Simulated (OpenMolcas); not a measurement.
Lines of Si: computed and rescaled rates

```json
{"Program": "OpenMolcas 26.06", "Method": "SS-RASPT2, IPEA 0.25 Eh, imaginary shift 0.1 Eh (closed shells correlated: 2s 2p)", "Basis": "ANO-RCC-VTZP [5s4p2d1f]", "Scalar Hamiltonian": "DKH2, point nucleus", "Active space": "4 electrons in 9 orbitals (RAS2 3s 3p; RAS3 3d, at most 2 electrons)", "State averaging": "2S+1 = 3 even, 3 roots; 2S+1 = 1 even, 6 roots; 2S+1 = 5 odd, 1 root; 2S+1 = 3 odd, 8 roots; 2S+1 = 1 odd, 5 roots", "Spin-orbit coupling": "RASSI with atomic mean-field integrals over the reference wave functions, term energies averaged over their components"}
```

Rates come from the transition moments of the reference wave functions (E1 and E2 in the length form). At fixed line strength A goes as λ^-3 for E1 and M1 and as λ^-5 for E2, so a rate at the computed wavelength can be rescaled to the measured one. Measured vacuum wavelengths follow from level energies in NIST Handbook of Basic Atomic Spectroscopic Data. Branching counts decays inside the model space alone, at computed energies, and the table is only a selection of the E2 and M1 lines, drawn from those between levels with measured partners whose computed energy lies within a factor of 1.5 of the measured one.

| Upper | Lower | Type | λ computed (nm) | λ measured (nm) | A computed (s-1) | A rescaled (s-1) | Branching % |
| --- | --- | --- | --- | --- | --- | --- | --- |
| 3s2 3p2 3P2 | 3s2 3p2 3P1 | M1 | 77520 | 68470 | 2.91e-05 | 4.22e-05 | 100.0 |
| 3s2 3p2 1D2 | 3s2 3p2 3P2 | M1 | 1557 | 1646 | 2.17e-03 |  | 73.3 |
| 3s2 3p2 1D2 | 3s2 3p2 3P2 | E2 | 1557 | 1646 | 1.90e-05 |  | 0.6 |
| 3s2 3p2 1D2 | 3s2 3p2 3P1 | M1 | 1526 | 1607 | 7.69e-04 |  | 25.9 |
| 3s2 3p2 1S0 | 3s2 3p2 1D2 | E2 | 1074 | 1099 | 8.53e-01 | 7.60e-01 | 96.6 |
| 3s2 3p2 1S0 | 3s2 3p2 3P1 | M1 | 630.3 | 652.9 | 2.89e-02 |  | 3.3 |

Spin-changing lines and M1 lines between different terms are not rescaled, since their strength hangs on the term gaps too.

The largest correction is for 3s2 3p2 3P2 → 3s2 3p2 3P1 (M1): 2.91e-05 × (77520 / 68470)^3 = 4.22e-05 s-1, a factor of 1.45.

No measured rate stands beside these. Rescaling mends the energy factor alone: line strengths can still be far off where a level mixes with configurations outside the active space, and weak or spin-changing lines hang on small mixing coefficients that depend on the term gaps too, so rescaling need not improve them.

The run also gave levels led by 3s2 3p 3d, which use shells meant for correlation; these and all levels above them are left out. Measured partners are found by configuration, term and J. A level has none where our copy of the source lacks it or the pairing is in doubt (some pairs that miss far off the trend of their configuration count as doubtful). Only configurations of the active space appear.
